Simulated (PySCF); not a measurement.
A PySCF script (with the pyscf-properties extension) for the NMR shieldings of `CC(C)(C[SiH2][SiH3])[SiH2]O`, C4H16OSi3, on a GFN2-xTB geometry:

```python
import basis_set_exchange as bse
import numpy as np
from pyscf import gto, dft
from pyscf.prop import nmr

atoms = """
C    -0.245515   -0.726503   -2.010429
C    -0.781837   -0.725748   -0.578962
C    -1.306702   -2.132659   -0.267189
C     0.361161   -0.434464    0.407239
Si    1.346480    1.189675    0.265678
Si    3.010966    1.218463    1.866414
Si   -2.238821    0.513222   -0.421422
O    -1.979983    1.915593   -1.196509
H     0.614037   -1.392076   -2.100410
H     0.062750    0.270401   -2.316750
H    -1.012783   -1.067257   -2.702840
H    -1.685894   -2.187688    0.751607
H    -2.116479   -2.401528   -0.942182
H    -0.514381   -2.874415   -0.376425
H     1.083627   -1.257163    0.336906
H    -0.042694   -0.487071    1.423496
H     1.888776    1.355002   -1.093212
H     0.422130    2.332933    0.434222
H     3.827837    2.431273    1.782265
H     3.939718    0.089818    1.748840
H     2.482932    1.169596    3.233306
H    -3.413124    0.034239   -1.138425
H    -2.502008    0.733815    1.005420
H    -1.211929    2.452307   -1.017436
"""
names = dict.fromkeys(["C", "Si", "O", "H"], "pcSseg-1")
basis = {el: gto.basis.parse(bse.get_basis(n, elements=[el], fmt="nwchem")) for el, n in names.items()}
mol = gto.M(atom=atoms, basis=basis, charge=0, verbose=0)
mf = dft.RKS(mol, xc="PBE0")
mf.grids.level = 2
mf.grids.alignment = dft.numint.BLKSIZE   # the property module wants whole blocks of grid points
mf.conv_tol = 1e-9
mf.kernel()

calc = nmr.RKS(mf)   # GIAO
C = mf.mo_coeff
Co = C[:, mf.mo_occ > 0]
resp = mf.gen_response(singlet=True, hermi=2)
def vind(x):   # induced exchange potential for any number of trial vectors
    d = np.einsum("pi,xij,qj->xpq", C, 2 * x.reshape(-1, C.shape[1], Co.shape[1]), Co, optimize=True)
    return np.einsum("xpq,pi,qj->xij", resp(d - d.transpose(0, 2, 1)), C, Co, optimize=True).ravel()
mo1, _ = nmr.rhf.solve_mo1(calc, with_cphf=vind)
sigma = calc.kernel(mo1)
for i, s in enumerate(sigma):   # ppm
    w = np.linalg.eigvalsh((s + s.T) / 2)
    print("%2d %-2s iso %8.1f  s11 %8.1f  s22 %8.1f  s33 %8.1f" % (i, mol.atom_pure_symbol(i), w.mean(), *w))
```

Problem. Give the expected output.

Solution. 
```
 0 C  iso    159.8  s11    145.3  s22    152.9  s33    181.1
 1 C  iso    161.9  s11    158.3  s22    160.7  s33    166.7
 2 C  iso    155.9  s11    134.7  s22    144.8  s33    188.4
 3 C  iso    160.6  s11    139.0  s22    151.1  s33    191.8
 4 Si iso    431.4  s11    404.4  s22    413.0  s33    476.7
 5 Si iso    467.3  s11    457.7  s22    462.0  s33    482.3
 6 Si iso    355.9  s11    312.4  s22    351.9  s33    403.4
 7 O  iso    303.0  s11    256.9  s22    309.8  s33    342.3
 8 H  iso     31.1  s11     27.6  s22     28.9  s33     36.7
 9 H  iso     30.0  s11     26.2  s22     28.8  s33     34.9
10 H  iso     30.5  s11     26.5  s22     27.6  s33     37.6
11 H  iso     30.8  s11     26.9  s22     28.3  s33     37.2
12 H  iso     30.7  s11     26.0  s22     27.9  s33     38.2
13 H  iso     30.9  s11     27.6  s22     28.6  s33     36.4
14 H  iso     31.2  s11     25.8  s22     32.0  s33     35.7
15 H  iso     30.6  s11     25.5  s22     30.6  s33     35.8
16 H  iso     27.6  s11     23.4  s22     27.7  s33     31.6
17 H  iso     28.0  s11     23.2  s22     28.7  s33     32.1
18 H  iso     28.3  s11     24.6  s22     25.6  s33     34.6
19 H  iso     28.3  s11     24.7  s22     26.6  s33     33.8
20 H  iso     28.3  s11     24.7  s22     26.5  s33     33.7
21 H  iso     27.2  s11     22.9  s22     26.2  s33     32.4
22 H  iso     26.8  s11     23.8  s22     25.4  s33     31.2
23 H  iso     30.6  s11     21.7  s22     27.5  s33     42.7
```

These numbers come from an equivalent density-fitted implementation of the same equations, which agrees with the script to about 0.01 ppm for H and up to a few tenths of a ppm for heavy atoms, so last digits may differ.

Problem. Turn these shieldings into chemical shifts. References, each an isolated molecule treated in the same way: TMS for 13C (σ = 186.93 ppm), 29Si (σ = 349.16 ppm), 1H (σ = 31.72 ppm); 17O (σ = 336.08 ppm) vs H2O.

Solution. Averaging equivalent atoms: C 0/2: 29.1; C 3: 26.3; C 1: 25.0; Si 6: -6.7; Si 4: -82.2; Si 5: -118.2; O 7: 33.1; H 21/22: 4.75; H 16/17: 3.93; H 18/19/20: 3.41; H 23: 1.07; H 8/9/10/11/12/13: 1.06; H 14/15: 0.82 ppm. Experimental scales use liquid or dissolved standards, which lie at an offset from isolated H2O (liquid H2O: subtract about 36 ppm).

Size and cost of the density-fitted run: 237 basis functions, 110 s wall time on 1 thread of an Arm Neoverse N1, shared host; peak memory 1.1 GiB.
